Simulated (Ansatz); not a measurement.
**C2H8Si2: where a starting geometry ends**

The starting geometry of this gas-phase singlet was optimised with GFN2-xTB; its bonds are those of `C1[SiH2]C[SiH2]1`.

```tsv
atom	x (Å)	y (Å)	z (Å)
C	-2.0061	-0.2226	-0.1706
C	0.6389	-0.3136	-0.4121
Si	-0.5741	-0.6263	1.0418
Si	-0.7927	0.0935	-1.6236
H	-2.7006	-1.0429	-0.3352
H	-2.6095	0.6368	0.1107
H	-0.5753	-2.0012	1.5487
H	-0.4402	0.3084	2.1617
H	1.3407	0.5007	-0.2500
H	1.2343	-1.1783	-0.6945
H	-0.9273	-0.8418	-2.7435
H	-0.7921	1.4680	-2.1313
```

Q: Predict what becomes of its bonds when it is optimised with PBE-D3(BJ)/def2-SVP.

A: It keeps its bonds, and is `C1[SiH2]C[SiH2]1`.

The energy falls by 0.18 eV over 6 steps:

| step | E − E(last) (eV) |
| --- | --- |
| 1 | 0.177 |
| 2 | 0.059 |
| 3 | 0.002 |
| 4 | 0.000 |
| 5 | 0.000 |
| 6 | 0.000 |

Final geometry (Å):

```yaml
atoms:
  - { symbol: C, position_ang: [-2.0582, -0.2222, -0.1663] }
  - { symbol: C, position_ang: [0.6907, -0.3168, -0.4173] }
  - { symbol: Si, position_ang: [-0.5785, -0.6134, 0.9903] }
  - { symbol: Si, position_ang: [-0.7887, 0.0788, -1.5728] }
  - { symbol: H, position_ang: [-2.7548, -1.0671, -0.3374] }
  - { symbol: H, position_ang: [-2.6575, 0.6643, 0.1223] }
  - { symbol: H, position_ang: [-0.5782, -2.0224, 1.5249] }
  - { symbol: H, position_ang: [-0.4400, 0.3431, 2.1466] }
  - { symbol: H, position_ang: [1.3914, 0.5249, -0.2474] }
  - { symbol: H, position_ang: [1.2856, -1.2062, -0.7062] }
  - { symbol: H, position_ang: [-0.9274, -0.8724, -2.7334] }
  - { symbol: H, position_ang: [-0.7883, 1.4902, -2.1010] }
```

Frequencies at the end show an imaginary mode, so it is a saddle point. Run with Ansatz 0.2.0, 15 s on 2 threads of Intel(R) Xeon(R) Processor @ 2.50GHz (Skylake/Cascade Lake), on a shared host.
